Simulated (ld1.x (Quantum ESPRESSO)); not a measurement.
# Reading a pseudo-wave (Sn (Z = 50))

Columns: radius, all-electron u(r) and pseudo u(r) of the 5p shell (level -3.74 eV) of tin in the configuration [Kr] 4d10 5s2 5p2; PW91, scalar-relativistic, TM scheme, ld1.x (Quantum ESPRESSO) 7.5.

```json
{"r (bohr)": "0.110", "all-electron": "0.0432", "pseudo": "-0.0018"}
{"r (bohr)": "0.220", "all-electron": "-0.1536", "pseudo": "-0.0072"}
{"r (bohr)": "0.330", "all-electron": "-0.0956", "pseudo": "-0.0164"}
{"r (bohr)": "0.440", "all-electron": "0.0700", "pseudo": "-0.0293"}
{"r (bohr)": "0.550", "all-electron": "0.2010", "pseudo": "-0.0462"}
{"r (bohr)": "0.660", "all-electron": "0.2546", "pseudo": "-0.0672"}
{"r (bohr)": "0.770", "all-electron": "0.2387", "pseudo": "-0.0925"}
{"r (bohr)": "0.880", "all-electron": "0.1756", "pseudo": "-0.1223"}
{"r (bohr)": "0.990", "all-electron": "0.0871", "pseudo": "-0.1565"}
{"r (bohr)": "1.100", "all-electron": "-0.0109", "pseudo": "-0.1952"}
{"r (bohr)": "1.210", "all-electron": "-0.1085", "pseudo": "-0.2377"}
{"r (bohr)": "1.320", "all-electron": "-0.1997", "pseudo": "-0.2834"}
{"r (bohr)": "1.430", "all-electron": "-0.2816", "pseudo": "-0.3310"}
{"r (bohr)": "1.540", "all-electron": "-0.3530", "pseudo": "-0.3790"}
{"r (bohr)": "1.650", "all-electron": "-0.4138", "pseudo": "-0.4255"}
{"r (bohr)": "1.760", "all-electron": "-0.4643", "pseudo": "-0.4686"}
{"r (bohr)": "1.870", "all-electron": "-0.5055", "pseudo": "-0.5066"}
{"r (bohr)": "1.980", "all-electron": "-0.5381", "pseudo": "-0.5383"}
{"r (bohr)": "2.090", "all-electron": "-0.5632", "pseudo": "-0.5632"}
{"r (bohr)": "2.200", "all-electron": "-0.5815", "pseudo": "-0.5815"}
{"r (bohr)": "2.310", "all-electron": "-0.5939", "pseudo": "-0.5939"}
{"r (bohr)": "2.420", "all-electron": "-0.6012", "pseudo": "-0.6012"}
{"r (bohr)": "2.530", "all-electron": "-0.6041", "pseudo": "-0.6041"}
{"r (bohr)": "2.640", "all-electron": "-0.6031", "pseudo": "-0.6031"}
{"r (bohr)": "2.750", "all-electron": "-0.5989", "pseudo": "-0.5989"}
{"r (bohr)": "2.860", "all-electron": "-0.5919", "pseudo": "-0.5919"}
```

Problem. How many radial nodes do the two functions have?

Solution. The all-electron 5p function has n − l − 1 = 3; the pseudo-wave has 0, since the states of the same l below it are removed with the core.

Problem. At about which radius was the pseudo-wave matched?

Solution. 2.20 bohr. The columns agree to 0.0005 from 1.98 bohr on; several derivatives are matched, so the curves merge somewhat inside the radius.

Problem. Is the pseudo-wave norm-conserving?

Solution. Yes: the TM scheme keeps the norm inside the radius equal to the all-electron one, which fixes the energy derivative of the logarithmic derivative at the level.
